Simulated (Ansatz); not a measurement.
C₂H₄BN from Hartree–Fock to CCSD(T)

```csv
atom,x (Å),y (Å),z (Å)
N1,-2.061,-0.276,0.340
C2,-0.937,-0.394,0.026
B3,0.483,-0.474,-0.452
C4,1.256,0.693,-0.087
H5,-2.713,-0.432,1.086
H6,0.820,-1.461,-1.037
H7,2.310,0.801,-0.327
H8,0.842,1.543,0.450
```

The species carries charge 0 and has multiplicity 1. The bonds changed during the relaxation, so this is another structure than the one it started from. All single points use the PBE0-D4/def2-TZVP geometry. It is one conformer, not always the lowest. Frozen core, restricted reference, Ansatz. CBS rows extrapolate triple and quadruple zeta; past MP2 they add the triple-zeta difference.

```tsv
basis	HF (Eh)	MP2 corr.
def2-SVP	-156.99351	-0.51609
def2-TZVPP	-157.17569	-0.62322
def2-QZVPP	-157.18276	-0.66291
```

Task: Estimate the CCSD correlation energy and the (T) correction in each basis where they were run (hartree).

Result: 
| basis | CCSD corr. | (T) |
| --- | --- | --- |
| def2-SVP | -0.54656 | -0.02497 |
| def2-TZVPP | -0.64517 | -0.03493 |
| CBS(def2) | -0.71425 | as TZ |
